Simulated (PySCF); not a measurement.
Bonds (- single, = double, # triple, : aromatic): O1=C2, C2-C3, C3-C4, C4-C5, C5-O6, O6-C7, C7-C8, C2-C9, C9-F10, C9-F11, C9-F12, C8-C3. C3 carries H13; C4 carries H14, H15; C5 carries H16, H17; C7 carries H18, H19; C8 carries H20, H21. H14, H16, H18, H21 are cis to C2 on the ring; H15, H17, H19, H20 are trans to C2 on the ring.

How the numbers were obtained: GFN2-xTB structure, NMR shieldings at PBE0/pcSseg-1/GIAO, in PySCF (no relativistic terms, averaged over atoms made equivalent by symmetry, fast rotation or ring inversion, one computed conformer, no solvent).

Shifts are taken against calculated references (same method and geometry level): ¹³C (σ = 186.93 ppm), ¹H (σ = 31.72 ppm) against TMS; ¹⁷O (σ = 336.08 ppm) against H2O; ¹⁹F (σ = 170.95 ppm) against CFCl3.

```
      atoms  nucleus  count  Hirshfeld charge  δ (ppm)
         O1      ¹⁷O      1             -0.19    656.7
    H17/H19       ¹H      2              0.03        ?
F10/F11/F12      ¹⁹F      3             -0.08        ?
    H14/H21       ¹H      2              0.04     1.59
    H15/H20       ¹H      2              0.04     1.67
         O6      ¹⁷O      1             -0.15     50.9
         C9      ¹³C      1              0.25    125.2
         C3      ¹³C      1             -0.04     46.9
      C5/C7      ¹³C      2              0.01     70.7
      C4/C8      ¹³C      2             -0.08     30.5
        H13       ¹H      1              0.04        ?
         C2      ¹³C      1              0.15    202.4
    H16/H18       ¹H      2              0.05        ?
```

Q: Fill in the missing shifts.

A: 
- H16/H18: 4.29 ppm, hydrogen on an sp3 CH2 bonded to O; its carbon carries O, hence the downfield position
- H17/H19: 3.49 ppm, hydrogen on an sp3 CH2 bonded to O; its carbon carries O, hence the downfield position
- H13: 2.82 ppm, hydrogen on an sp3 CH α to a carbonyl; α to C=O
- F10/F11/F12: -88.7 ppm, fluorine of a CF3 group

Shifts are as computed. Against solution values, carbons near 30 ppm lie about +3 ppm off and those near 130 ppm about +5 ppm. Of 1211 compounds with measured shifts, 218 miss one by over three times the rms of a fit or turn the order of signals round; such compounds aren't used in these exercises. Unscaled 19F shifts against computed CFCl3 carry errors that often reach 10 to 50 ppm. Unscaled 17O shifts of doubly bonded oxygen tend to come out too high, by tens of ppm or more. Experimental scales use liquid or dissolved standards, which lie at an offset from isolated H2O (liquid H2O: subtract about 36 ppm).
